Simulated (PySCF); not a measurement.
PySCF input file for Zn(SH)2 (H2S2Zn), SMILES [SH][Zn][SH], r2SCAN-D4/def2-TZVP. Geometry optimised at r2SCAN-D4/def2-TZVP. The values are those of a single conformer.

```python
import numpy as np
from pyscf import gto, scf, dft, df
from pyscf.hessian import thermo

mol = gto.M(
    atom='''
    Zn    0.00000000   -0.00000000    0.01809396
    S    -2.15037965    0.05786095    0.04013097
    H    -2.24228829   -0.88782875   -0.91350497
    S     2.15037965   -0.05786095    0.04013096
    H     2.24228828    0.88782895   -0.91350477
    ''',
    basis='def2-TZVP',
    charge=0,
    spin=0,
    max_memory=1600,
    verbose=3,
)
mf = dft.RKS(mol, xc='r2scan').density_fit(auxbasis='def2-universal-jkfit')
mf.disp = 'd4'
mf.grids.level = 4
mf.conv_tol = 1e-11
mf.max_cycle = 100
mf.kernel()

# analytic Hessian; the response equations are solved on a coarser grid
h, args, fine = mf.Hessian(), (mf.mo_energy, mf.mo_coeff, mf.mo_occ), mf.grids
h.max_memory = max(150, 2.5e-5 * df.make_auxmol(mol, mf.with_df.auxbasis).nao * mol.nelec[0] * (mol.nelec[0] + mol.nao))  # MB; small integral blocks
h1ao = h.make_h1(mf.mo_coeff, mf.mo_occ)
mf.grids = dft.Grids(mol).set(level=2).build(with_non0tab=True)
mo1, mo_e1 = h.solve_mo1(*args, h1ao)
mf.grids = fine
hess = h.hess_elec(*args, mo1, mo_e1, h1ao) + h.hess_nuc()
if mf.do_disp():
    hess += h.get_dispersion()
for i in range(mol.natm):  # the analytic DFT Hessian lacks the response of the grid: restore translational invariance
    hess[i, i] -= hess[i].sum(axis=0)
hess = (hess + hess.transpose(1, 0, 3, 2)) / 2
vib = thermo.harmonic_analysis(mol, hess, imaginary_freq=False)
thermo.dump_normal_mode(mol, vib)
th = thermo.thermo(mf, vib['freq_au'][vib['freq_au'] > 0], 298.15, 101325)
thermo.dump_thermo(mol, th)
g0 = mf.nuc_grad_method().set(verbose=0).kernel()

# dipole derivatives [dipole axis, atom, xyz] from the same response
r, irp = mol.intor('int1e_r'), mol.intor('int1e_irp').reshape(3, 3, mol.nao, mol.nao)
sl, dm0, ok = mol.aoslice_by_atom(), np.array(mf.make_rdm1()), []
dmu = np.einsum('a,xt->xat', mol.atom_charges(), np.eye(3))
for a, (_, _, p0, p1) in enumerate(sl):
    dmu[:, a] += 2 * np.einsum('xtij,ij->xt', irp[:, :, :, p0:p1], dm0.reshape(-1, mol.nao, mol.nao).sum(0)[:, p0:p1])
    for u, c, occ, f in [(mo1, mf.mo_coeff, mf.mo_occ, 4)]:
        dmu[:, a] -= f * np.einsum('tui,xuv,vi->xt', u[a], r, c[:, occ > 0], optimize=True)
L = vib['norm_mode']
ir = 974.8801 * (np.einsum('xat,kat->kx', dmu, L) ** 2).sum(1)       # km/mol
apt = np.einsum('xax->a', dmu) / 3
print('mode   freq/cm-1   IR/(km/mol)')
for k, w in enumerate(vib['freq_wavenumber']):
    print(f'{k + 1:4d} {w:11.2f} {ir[k]:13.3f}')
print('max |gradient| / (hartree/bohr):', abs(g0).max())
print('APT charges:', apt.round(4))
```

Log of the run:

```
converged SCF energy = -2577.01290273414

WARN: MGGA Hessian is sensitive to dft grids. grids.level 4 may not be dense enough.


WARN: DFTD4 does not support analytical Hessian, using finite difference.


WARN: Mole.unit (angstrom) is changed to Bohr

Mode                                 0                   1                   2
Irrep
Freq [cm^-1]                       99.8601             99.9962            152.1317
Reduced mass [au]                  17.0164             17.8086              1.0386
Force const [Dyne/A]                0.1000              0.1049              0.0142
Char temp [K]                     143.6764            143.8723            218.8836
Normal mode                   x     y     z       x     y     z       x     y     z
       0  Zn                -0.00 -0.00 -0.09   -0.00 -0.09  0.00   -0.00  0.00  0.00
       1   S                 0.00 -0.00  0.09    0.00  0.09 -0.00   -0.00 -0.02  0.01
       2   H                -0.10  0.01  0.09   -0.10  0.08  0.01    0.01  0.49 -0.49
       3   S                -0.00  0.00  0.09    0.00  0.09  0.00    0.00  0.02  0.01
       4   H                 0.10 -0.01  0.09   -0.10  0.08 -0.01   -0.01 -0.49 -0.49
Mode                                 3                   4                   5
Irrep
Freq [cm^-1]                      333.2415            470.1963            637.2242
Reduced mass [au]                  16.1453             18.1740              1.0724
Force const [Dyne/A]                1.0564              2.3673              0.2566
Char temp [K]                     479.4604            676.5078            916.8237
Normal mode                   x     y     z       x     y     z       x     y     z
       0  Zn                 0.00  0.00 -0.00   -0.09  0.00  0.00    0.00 -0.00  0.01
       1   S                 0.12 -0.00  0.00    0.09 -0.00  0.00    0.02 -0.01 -0.01
       2   H                 0.13 -0.00  0.00    0.13 -0.00 -0.00   -0.68  0.04  0.02
       3   S                -0.12  0.00  0.00    0.09 -0.00 -0.00   -0.02  0.01 -0.01
       4   H                -0.13  0.00  0.00    0.13 -0.00  0.00    0.68 -0.04  0.02
Mode                                 6                   7                   8
Irrep
Freq [cm^-1]                      638.6359           2675.8307           2676.0106
Reduced mass [au]                   1.0903              1.0381              1.0381
Force const [Dyne/A]                0.2620              4.3792              4.3799
Char temp [K]                     918.8549           3849.9246           3850.1834
Normal mode                   x     y     z       x     y     z       x     y     z
       0  Zn                -0.01  0.01  0.00   -0.00 -0.00  0.00    0.00  0.00  0.00
       1   S                 0.03 -0.01 -0.01   -0.00 -0.02 -0.02    0.00  0.02  0.02
       2   H                -0.68  0.03  0.02    0.06  0.49  0.49   -0.06 -0.49 -0.49
       3   S                 0.03 -0.01  0.01   -0.00 -0.02  0.02   -0.00 -0.02  0.02
       4   H                -0.68  0.03 -0.02    0.06  0.49 -0.49    0.06  0.49 -0.49
temperature 298.1500 [K]
pressure 101325.00 [Pa]
Rotational constants [GHz] 143.11267 1.63850 1.63836
Symmetry number 2
Zero-point energy (ZPE) 0.01773 [Eh]   46553.439 [J/mol]
                           tot       elec      trans        rot        vib
Entropy [J/mol/K]       316.786      0.000    169.597     95.659     51.530
Cv [J/mol/K]             69.422      0.000     12.472     12.472     44.478
Cp [J/mol/K]             77.736      0.000     20.786     12.472     44.478
Internal energy [J/mol]                      3718.434   3718.434  54474.650
Internal energy [Eh]   -2576.98932  -2577.01290
Enthalpy [J/mol]                             6197.391   3718.434  54474.650
Enthalpy [Eh]          -2576.98838
Gibbs free energy [J/mol]                  -44367.895 -24802.265  39111.015
Gibbs free energy [Eh] -2577.02435
mode   freq/cm-1   IR/(km/mol)
   1       99.86         6.042
   2      100.00         6.937
   3      152.13        12.385
   4      333.24         0.006
   5      470.20        52.200
   6      637.22         0.648
   7      638.64         6.621
   8     2675.83         4.138
   9     2676.01         0.300
max |gradient| / (hartree/bohr): 0.00022457151703710477
APT charges: [ 0.7346 -0.412   0.0491 -0.412   0.0491]
```

Self-consistency was reached.

Cost: around 120 core-seconds (rough).
